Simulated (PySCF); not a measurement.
A structure optimised at PBE-D3(BJ)/def2-SVP, used in a PySCF frequency run:

```xyz
12

C      1.3977    -0.8005     0.5294
C      0.5445     0.1154    -0.2781
O      0.7400     1.4507     0.0256
C     -0.8206    -0.2869    -0.7277
O     -1.7492    -0.5141     0.3473
H      1.0283    -0.9091     1.5788
H      1.4090    -1.8157     0.0856
H      2.4386    -0.4227     0.5859
H      0.1609     1.9750    -0.5614
H     -0.7736    -1.2466    -1.2829
H     -1.2147     0.4808    -1.4471
H     -1.7040     0.2773     0.9165
```
Charge 0, spin multiplicity 2.

Q: Write its SMILES and formula.

A: C[C](O)CO, C₃H₇O₂

Q: What are its rotational constants (standard atomic weights)?

A: 7.0866, 3.8827, 3.0292 GHz
